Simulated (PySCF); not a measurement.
C2H8O2Si, SMILES C[Si@H](O)CO.

The structure is a stationary point at ωB97X-D3(BJ)/def2-SVP. The structure was generated by enumeration; whether it is a known compound was not checked. Other conformers were not sampled.

All values below come from TDDFT-LC-ωPBE/def2-SVPD (PySCF).

Vertical excitations. 

Computed UV-visible absorptions:
```tsv
state	energy (eV)	λ (nm)	f	main pairs
S1	7.20	172	0.014	HOMO→LUMO 36 %, HOMO→LUMO+2 22 %, HOMO→LUMO+1 19 %
S2	7.91	157	0.009	HOMO−1→LUMO 54 %, HOMO−1→LUMO+1 12 %
S3	7.98	155	0.039	HOMO→LUMO+2 40 %, HOMO→LUMO+1 36 %
S4	8.21	151	0.008	HOMO→LUMO 43 %, HOMO→LUMO+1 18 %, HOMO→LUMO+2 7 %
S5	8.80	141	0.032	HOMO−2→LUMO 17 %, HOMO−2→LUMO+2 11 %, HOMO→LUMO+4 10 %, HOMO−2→LUMO+1 9 %
S6	8.93	139	0.059	HOMO→LUMO+3 38 %, HOMO−1→LUMO+1 22 %, HOMO−1→LUMO 7 %
S7	8.97	138	0.069	HOMO−1→LUMO+1 22 %, HOMO→LUMO+3 20 %, HOMO−3→LUMO 11 %, HOMO→LUMO+6 7 %
S8	9.09	136	0.014	HOMO−3→LUMO 28 %, HOMO−2→LUMO+2 14 %, HOMO−1→LUMO+1 10 %, HOMO−1→LUMO 7 %
S9	9.18	135	0.004	HOMO→LUMO+5 20 %, HOMO−1→LUMO+2 17 %, HOMO→LUMO+4 14 %, HOMO−3→LUMO 11 %
S10	9.35	133	0.061	HOMO−4→LUMO 21 %, HOMO−1→LUMO+2 20 %, HOMO−3→LUMO 13 %, HOMO−1→LUMO+5 7 %
T1	6.76	183	0	HOMO→LUMO 27 %, HOMO→LUMO+1 23 %, HOMO→LUMO+2 19 %, HOMO→LUMO+4 7 %
T2	7.48	166	0	HOMO−1→LUMO 52 %, HOMO−1→LUMO+1 12 %, HOMO−2→LUMO 8 %
T3	7.60	163	0	HOMO→LUMO+2 47 %, HOMO→LUMO+1 16 %
T4	7.90	157	0	HOMO→LUMO 39 %, HOMO→LUMO+1 27 %
```
Triplets are in the Tamm–Dancoff approximation, which puts them higher than full response would, so one can lie above its singlet here.
